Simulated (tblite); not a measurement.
Species: C3H2NO4S (charge -1).
Structure used (GFN2-xTB), in Å, numbered top down from 1:
```
atom  x, y, z in Å
N1    -2.0718   -2.2315    1.2095
C2    -1.2536   -1.4711    0.9315
C3    -0.3072   -0.4894    0.5680
O4     0.6562   -0.9196   -0.3280
C5     1.4074    0.2033   -0.7609
O6     2.0388    0.8705    0.0397
S7    -1.1729    0.9637   -0.4823
O8    -1.3202    2.0522    0.4836
O9     0.0796    1.0723   -1.3758
H10    0.1084    0.0536    1.4279
H11    1.8407   -0.1014   -1.7391
```

Level: GFN2-xTB in tblite, geometry and Hessian alike; calculated harmonic values, unscaled, isolated species. Errors from tens to a few hundred cm⁻¹ against measured bands are possible. One conformer, not necessarily the lowest.

Harmonic wavenumbers (cm⁻¹): 74.8, 108.9, 118.4, 162.1, 221.7, 282.6, 381.0, 398.1, 432.8, 491.4, 520.5, 561.9, 627.3, 748.6, 804.7, 897.4, 987.0, 999.9, 1097.5, 1135.3, 1161.4, 1246.7, 1347.7, 1615.5, 2346.5, 2705.9, 2873.1.

A = 2073, B = 1376, C = 975.6 MHz; mass 147.970 u (most abundant isotopes); point group C1, symmetry number 1.

Question: Zero-point energy?

Answer: ½Σν̃ = 12174 cm⁻¹ = 34.81 kcal/mol.

Question: What is S at 500 K and 1 bar for an ideal gas of classical rigid rotors and harmonic oscillators?

Answer: Translation 43.48, rotation 30.68, vibration 37.52: S = 111.7 cal/(mol K).

Question: And Cp and H(500 K) − H(0)?

Answer: Cp = 42.00 cal/(mol K), of which vibrations give 34.05 (their classical limit is 27 R = 53.7); H(500 K) − H(0) = 13.61 kcal/mol without the zero-point energy, 9.63 from vibrations.

Question: What must be added to the electronic energy to get the Gibbs energy at 500 K and 1 bar?

Answer: ZPE + [H(500 K) − H(0)] − T·S = 34.81 + 13.61 − 55.84 = -7.42 kcal/mol.

Question: Which modes carry the vibrational entropy at 500 K?

Answer: 74.8 cm⁻¹: 5.04; 108.9 cm⁻¹: 4.30; 118.4 cm⁻¹: 4.14; 162.1 cm⁻¹: 3.52; 221.7 cm⁻¹: 2.91; 282.6 cm⁻¹: 2.45 cal/(mol K); the other 21 give 15.15 together.

Question: How do the functions run with temperature in this model?

Answer: 
```tsv
T (K)	S (cal/(mol K))	Cp (cal/(mol K))	H − H(0) (kcal/mol)	G − H(0) (kcal/mol)	ln q(vib)
150	74.7	20.9	2.11	-9.10	2.01
250	87.2	28.7	4.60	-17.21	4.10
298.15	92.6	31.9	6.06	-21.54	5.11
400	102.8	37.7	9.61	-31.50	7.20
600	119.6	45.3	17.98	-53.80	11.08
900	139.3	51.6	32.62	-92.79	16.21
```

q(vib) and H(0) count from the zero-point level.

Question: Blend soft modes into free rotors: weight 1/[1 + (100 cm⁻¹/ν̃)⁴] for the oscillator and the rest for a rotor with moment μB/(μ + B), μ = h/(8π²ν), B = 10⁻⁴⁴ kg m². What vibrational entropy results?

Answer: 35.63 cal/(mol K) in place of 37.52, which changes −T·S at 500 K by +0.94 kcal/mol.

Hindered rotation and anharmonicity are outside this model. Other conformers, if any are populated, would add a mixing term that is left out. The structure is chiral; the term R ln 2 for an equal mix with its mirror image is left out.
